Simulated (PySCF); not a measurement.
Isomers of C7H9 (doublet state), one GFN2-xTB conformer each. Single-point energies are computed at B3LYP/pcH-1 (PySCF, gas phase, no added dispersion term), electronic only. GFN2-xTB treats the open shell by occupation alone, and not every SCF solution was tested for stability.

```json
{"SMILES": "C/C=[C]/CC1=CC1", "GFN2-xTB relative energy (kcal/mol)": "81.6"}
{"SMILES": "[CH]1C=CC=CCC1", "GFN2-xTB relative energy (kcal/mol)": "0.0"}
{"SMILES": "CC1=[C][C@@H]2C[C@@H]2C1", "GFN2-xTB relative energy (kcal/mol)": "32.3"}
```

Conformers: `[CH3:1]/[CH:2]=[C:3]/[CH2:4][C:5]1=[CH:6][CH2:7]1` (doublet state) with C2–C3–C4–C5 -1°, C3–C4–C5–C6 -93°; `[CH:1]1[CH:2]=[CH:3][CH:4]=[CH:5][CH2:6][CH2:7]1` (doublet state) with C7–C1–C2–C3 0°, C2–C3–C4–C5 -12°, C4–C5–C6–C7 49°, C5–C6–C7–C1 -76°.

Problem. What does B3LYP/pcH-1 give for the same structures?

Solution. 
```tsv
SMILES	B3LYP/pcH-1 E (Eh)	B3LYP/pcH-1 (kcal/mol)	GFN2-xTB (kcal/mol)	point group
[CH]1C=CC=CCC1	-272.12383	0.0	0.0	C2
CC1=[C][C@@H]2C[C@@H]2C1	-272.05096	45.7	32.3	–
C/C=[C]/CC1=CC1	-271.99450	81.2	81.6	C1
```

Both levels put the same isomer lowest; measured from each level's own lowest isomer, the values differ by up to 13.4 kcal/mol (CC1=[C][C@@H]2C[C@@H]2C1: 32.3 against 45.7). As drawn, the highest has a three-membered ring, which the lowest lacks.
